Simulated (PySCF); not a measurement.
# NMR problem set

Computed data (PySCF): geometry from PBE0-D3(BJ)/def2-SVP, PBE0/pcSseg-1 with gauge-including orbitals, J: B3LYP/pcJ-1 (spin–dipole term left out of most H,H and C,H couplings). No solvent, fast rotation and ring inversion assumed for equivalent nuclei, one computed conformer, non-relativistic Hamiltonian.

δ = σ(ref) − σ, references computed at the same level: ¹H (31.27 ppm) and ¹³C (184.41 ppm) against TMS. Multiplet labels drop J under 1 Hz and among equivalent protons, and merge close values. Unscaled 3J(H,H) run several per cent high. One-bond C–F couplings are unscaled and too large by tens of Hz. Shifts are as computed. Against solution values, carbons near 30 ppm lie about +2 ppm off and those near 130 ppm about +5 ppm. Of 1211 compounds with measured shifts, 218 miss one by over three times the rms of a fit or turn the order of signals round; such compounds aren't used in these exercises.

Q: C6H6F2. ¹H NMR (500 MHz, computed): δ 3.85 (ddt, J = 10.5, 8.7, 8.6 Hz, 1H), 1.96 (quint, J = 8.4 Hz, 2H), 0.99 (t, J = 8.3 Hz, 3H). ¹³C{¹H} NMR (computed): δ 126.7 (C, dd, J = 3.4, 2.0 Hz), 123.2 (C, dd, J = 526.9, 25.7 Hz), 122.4 (C, dd, J = 525.1, 26.0 Hz), 78.2 (CH, d, J = 1.5 Hz), 26.9 (CH2), 18.6 (CH3). Identify the compound.

A: `CCC=C1C(F)=C1F`. Rings plus π bonds: 3 (1 ring in the answer). 6 carbon signals for 6 carbons: no two carbons are equivalent. Carbon types of the structure: 3 × C, 1 × CH, 1 × CH2, 1 × CH3, which accounts for all hydrogens. δC 126.7, 123.2, 122.4: fully substituted alkene carbon; an sp2 carbon of a C=C bond. δC 78.2: alkene CH. δC 18.6: methyl carbon; saturated and bonded to C and H only. δH 1.96: hydrogen on an allylic sp3 CH2; allylic position. The protons at 1.96 and 3.85 share a coupling of 8.6 Hz (vicinal). The protons at 0.99 and 1.96 share a coupling of 8.3 Hz (vicinal).

The data come from this structure; uniqueness wasn't tested.

Q: C6H6F2. ¹H NMR (600 MHz, computed): δ 6.41 (m, 1H), 6.28 (m, 1H), 5.51 (m, 1H), 4.61 (m, 1H), 2.85 (m, 1H), 2.43 (m, 1H). ¹³C{¹H} NMR (computed): δ 164.6 (d, J = 320.2 Hz), 135.2 (dd, J = 36.5, 10.7 Hz), 132.7 (dd, J = 12.4, 3.5 Hz), 107.5 (dd, J = 18.9, 8.7 Hz), 80.3 (d, J = 233.0 Hz), 32.0 (dd, J = 24.9, 3.8 Hz). What is it?

A: `C1=C[C@@H](F)CC=C1F`. Rings plus π bonds: 3 (1 ring in the answer). 6 carbon signals for 6 carbons: no two carbons are equivalent. Carbon types of the structure: 1 × C, 4 × CH, 1 × CH2, which accounts for all hydrogens. δC 164.6: fully substituted alkene carbon; an sp2 carbon of a C=C bond. δC 135.2, 132.7, 107.5: alkene CH; the olefinic region. δC 80.3: allylic sp3 CH bonded to F; pulled downfield by the heteroatom. δC 32.0: allylic sp3 CH2; saturated and bonded to C and H only.

The data come from this structure; uniqueness wasn't tested.
